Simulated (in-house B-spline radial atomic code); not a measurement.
Ba⁺. Computed with a B-spline radial atomic code. Model: non-relativistic spherical atom: semilocal Troullier-Martins pseudo-atom, one channel per l, against all electrons, high spin, G0W0 and RPA with empty states to l = 8, local potential for every l without a channel, a model core (radius 0 = none) keeps its share of the functional.

Without relativity these are model numbers for so heavy an element.

What the tables leave out is listed at the end.

The pseudopotential gives back the lowest level of each angular momentum of its own functional in the configuration it was made in; a second state of the same l is only approximately right. Exact exchange, RPA and GW see the smooth pseudo-orbitals and miss the exchange with the core, for which the functional's share stands in. The column with an uncorrelated core keeps all orbitals and exact exchange, and so separates missing core correlation from pseudisation. Only the three outermost levels and the lowest empty one were computed. RPA here is direct RPA, with no exchange kernel, and its energies carry an (l + 1/2)⁻⁴ tail. A hybrid on a potential with a model core restores only its own semilocal share of the core's exchange.

Command:
```bash
python run_psgw.py task.json out
```
Settings (lengths in bohr, energies in hartree):
```
Z                      56
electrons              55
configuration          [Xe] 6s1
generated_in           [Xe] 6s2
functional             pbe,pbe
core_shells            9
radius_factor          1.15
core_correction        False
ion_configuration      [Kr] 4d10 5s2 5p6
```

Run time, properties included: 27 s on 1 thread of Intel(R) Xeon(R) 6975P-C (Granite Rapids), with other jobs on the host.

Given: made with PBE; model core radius 0 bohr; local radius 1.92 bohr; mean-field start PBE0.

Valence shells of the generating configuration: 5s, 5p, 6s.

Channel: s 1.776, p 1.93, d 2.737 (radii in bohr).

Computed: largest level miss in the spin-unpolarised generating configuration 0.033 eV; valence RPA correlation energy all-electron orbitals -0.3748 hartree; valence RPA correlation energy pseudo -0.40402 hartree; all-electron RPA polarisability, core included 76.441 bohr³; ionisation by mean-field all-electron 9.6691 eV; ionisation by mean-field pseudo minus all 0.09 eV; ionisation by RPA pseudo minus all 0.079 eV.

```tsv
level	occupied	mean-field all-electron (eV)	mean-field pseudo minus all (eV)	G0W0 all-electron (eV)	G0W0 uncorrelated core minus all (eV)	G0W0 pseudo minus all (eV)	exchange self-energy all-electron (eV)	exchange self-energy pseudo (eV)
6s up	1	-8.0861	-0.072	-10.093	0.074	-0.067	-6.9161	-6.3366
5p down	?	?	?	?	?	?	?	?
5p up	1	-26.072	0.028	-29.418	0.29	0.128	-23.037	-18.859
5d up (empty)	0	-6.8157	-0.041	-4.7074	0.068	-0.032	-5.2189	-3.971
```

**Question.** What belongs in the row 5p down?

**Answer.** occupied: 1; mean-field all-electron (eV): -25.954; mean-field pseudo minus all (eV): 0.043; G0W0 all-electron (eV): -29.332; G0W0 uncorrelated core minus all (eV): 0.315; G0W0 pseudo minus all (eV): 0.162; exchange self-energy all-electron (eV): -22.987; exchange self-energy pseudo (eV): -18.761.

**Question.** What is the pseudo-atom RPA polarisability?

**Answer.** 74.495 bohr³.

**Question.** What is the ionisation by RPA all-electron?

**Answer.** 10.064 eV.

Given: mean-field start Hartree-Fock.

Computed: valence RPA correlation energy all-electron orbitals -0.30273 hartree; valence RPA correlation energy pseudo -0.32961 hartree; pseudo-atom RPA polarisability 57.315 bohr³; ionisation by mean-field all-electron 9.0663 eV; ionisation by mean-field pseudo minus all 0.092 eV; ionisation by RPA pseudo minus all 0.076 eV.

```tsv
level	occupied	mean-field all-electron (eV)	mean-field pseudo minus all (eV)	G0W0 all-electron (eV)	G0W0 uncorrelated core minus all (eV)	G0W0 pseudo minus all (eV)	exchange self-energy all-electron (eV)	exchange self-energy pseudo (eV)
6s up	1	-9.0931	-0.093	-9.9185	0.064	-0.06	-6.4361	-6.0008
5p down	1	-29.717	0.068	-30.267	0.339	0.316	-22.748	-18.755
5p up	?	?	?	?	?	?	?	?
6s down (empty)	0	-4.0156	-0.047	-4.9311	0.041	-0.029	-0.79601	-0.4775
```

**Question.** What belongs in the row 5p up?

**Answer.** occupied: 1; mean-field all-electron (eV): -29.811; mean-field pseudo minus all (eV): 0.056; G0W0 all-electron (eV): -30.344; G0W0 uncorrelated core minus all (eV): 0.329; G0W0 pseudo minus all (eV): 0.297; exchange self-energy all-electron (eV): -22.751; exchange self-energy pseudo (eV): -18.803.

**Question.** What is the all-electron RPA polarisability, core included?

**Answer.** 58.903 bohr³.

**Question.** What is the ionisation by RPA all-electron?

**Answer.** 9.7711 eV.

Among the listed levels the largest G0W0 shift of the pseudo-atom is +0.32 eV, for 5p down on the Hartree-Fock start, while leaving the core uncorrelated moves that level by +0.34 eV. The rest, -0.02 eV, comes from pseudisation and the lost core exchange. Not in the tables (levels of low weight, unsolved or above zero; the highest and the empty levels are kept at any weight): the PBE start was refused, since an empty level lay at or below an occupied one.
